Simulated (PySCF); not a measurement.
(E)-1,2-dichloro-1,2-difluoroethene (C2Cl2F2), SMILES F/C(Cl)=C(/F)Cl. Geometry: PBE-D3(BJ)/def2-SVP.

The numbers are results of PySCF 2.14.0 with PBE-D3(BJ)/def2-SVP, not measurements.

Harmonic wavenumbers (cm⁻¹): 129, 170, 284, 351, 414, 418, 508, 630, 863, 1183, 1231, 1722. Rotational constants (GHz): 4.201, 1.477, 1.093; symmetry number 2.

Question: Work out the zero-point energy and the ideal-gas rigid-rotor harmonic-oscillator thermochemistry at 298.15 K and 1 atm.

Answer: ZPE = ½ Σ hcν = ½ × 7902 cm⁻¹ = 11.30 kcal/mol. H − E(el) = 15.64 kcal/mol. Entropy in cal/(mol K): translation 40.57, rotation 26.87, vibration 11.18, total 78.62. G − E(el) = -7.80 kcal/mol. Cp = 21.09 cal/(mol K). Modes under 150 cm⁻¹ make the vibrational entropy uncertain.
